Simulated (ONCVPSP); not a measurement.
LDA (Perdew-Wang 92) ONCV dataset for manganese (Mn), non-relativistic all-electron reference.

| Property | Result |
| --- | --- |
| Element | Mn (Z = 25) |
| Generator | ONCVPSP 4.0.1 |
| Type | optimised norm-conserving Vanderbilt (ONCV) |
| Functional | LDA (Perdew-Wang 92) |
| Relativity | non-relativistic |
| Frozen core | [Ne] 3s2 |
| Valence charge | 13 |
| Reference configuration | 3p6 3d5 4s2 |
| Partial waves | 4s: rc 2.60 bohr, ncon 3, nbas 7, qcut 2 1/bohr, 1 projector; 3p: rc 0.85 bohr, ncon 5, nbas 9, qcut 8.3 1/bohr, 2 projectors, debl 2.4 Ha; 3d: rc 1.50 bohr, ncon 3, nbas 7, qcut 11.3 1/bohr, 2 projectors, debl 3.6 Ha |
| Local potential | polynomial inside 0.80 bohr (lpopt 5, dvloc0 0 Ha) |
| Core correction | Teter function, fcfact 2.25, rcfact 1.25 |

- Cutoffs needed: 106 Ha and 321 Ha (the cutoffs (Ha) at which the residual kinetic energy of the hardest occupied pseudo-wave falls to 1 and 0.1 mHa per electron)
- Ghost test: ghosts flagged at negative energy: s at -201.7 eV; no localised positive-energy state flagged; a true bound ghost makes a file unfit for plane-wave use
- Largest excitation error: +135 meV (all-electron minus pseudo) for 3p5 3d5 4s2, out of 4 test configurations
- rms error of d²Exc/dni dnj: 4.85 mHa without and 4.05 mHa with the model core
